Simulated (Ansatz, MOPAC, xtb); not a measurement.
Torsion H4–S1–Sn2–Cl3 in ClHSSn (SMILES [SH][Sn][Cl]); at each angle all else is relaxed with GFN2-xTB, and the levels are single points there.
Geometry at 0° (charge 0, multiplicity 1):
```xyz
4

S     -1.39994     0.37303     0.42830
Sn     0.85408     1.10696    -0.22269
Cl     1.29024    -0.52626    -1.89190
H     -1.49765    -0.64960    -0.40481
```

On the grid 0° to 330°, 270° is the highest and 0° the lowest point at CCSD(T)/CBS(def2-TZVPP, def2-QZVPP).

The state that PM7 reach isn't checked; PM7 holds dispersion and hydrogen-bond terms.

Codes used: Ansatz (a program for electronic structure) with Gaussian orbitals; MOPAC for PM7 (differences of heats of formation); xtb for the GFN methods.  In def2 rows elements past Kr take small-core potentials, without spin–orbit coupling.

**Question.** One of these levels gives 368.1 meV for the energy at 270° less that at 0°. Which one is it?
A. HF/def2-TZVPP
B. PM7
C. GFN-FF
D. r2SCAN/def2-TZVPP

**Answer.** D, r2SCAN/def2-TZVPP. The others give 36.0 (GFN-FF), 162.5 (PM7), 318.3 (HF/def2-TZVPP)
